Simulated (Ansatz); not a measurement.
`[AsH2][InH2]` + H₂ → `[AsH3]` + `[InH3]` at 600 K and 1 bar (hydrogenolysis of the As–In bond).

Program: Ansatz. Geometries: PBE0-D4/def2-TZVP. ΔE: electronic, gas phase. CCSD(T)/CBS adds triple-zeta CCSD(T) − MP2 to the extrapolated MP2 energy (def2 sets, frozen cores). This one scheme is used for every species. Elements past krypton have def2 core potentials. For As, In outer-core shells are correlated without core-valence functions, which leaves a few kJ/mol of doubt a bond. Scalar relativity is left out up to krypton.

| species | CCSD(T)/CBS energy (Eh) | H − E (kJ/mol) | S (J/(mol·K)) |
| --- | --- | --- | --- |
| `[AsH2][InH2]` | -2427.20683 | 114.0 | 377.1 |
| H₂ | -1.17544 | 43.9 | 150.8 |
| `[AsH3]` | -2236.79077 | 81.6 | 254.3 |
| `[InH3]` | -191.56739 | 71.1 | 266.1 |

H − E and S are ideal-gas, rigid-rotor, harmonic terms from PBE0-D4/def2-TZVP. The MP2-based limit puts H₂ 0.8 mEh under its directly extrapolated value; such offsets cancel only in part. 1 Eh = 2625.50 kJ/mol, R = 8.31446 J/(mol·K).

Q: By hand: ΔE, ΔH, ΔS and ΔG.

A: ΔE = (-2236.79077) + (-191.56739) − (-2427.20683) − (-1.17544) = 0.02411 Eh = 63.3 kJ/mol. Δ(H − E) = 81.6 + 71.1 − 114.0 − 43.9 = -5.2, so ΔH = 58.1 kJ/mol. ΔS = 254.3 + 266.1 − 377.1 − 150.8 = -7.5 J/(mol·K). ΔG = 58.1 − 600 × (-7.5)/1000 = 62.6 kJ/mol.

Q: By hand: the equilibrium constant, and the temperature at which ΔG would vanish if ΔH and ΔS stayed fixed.

A: log₁₀ K = −ΔG/(RT ln 10) = -5.4. ΔH and −TΔS have one sign here, so there is no such temperature.

The number of gas molecules stays the same, so ΔS is small and ΔH decides. A doubt of 5 kJ/mol in ΔE shifts log₁₀ K by 0.4 here. These are equilibria of isolated gas molecules and say nothing of rates. Largest T1 diagnostic: 0.014 (customary marks: 0.02 for closed shells, 0.045 for open ones).
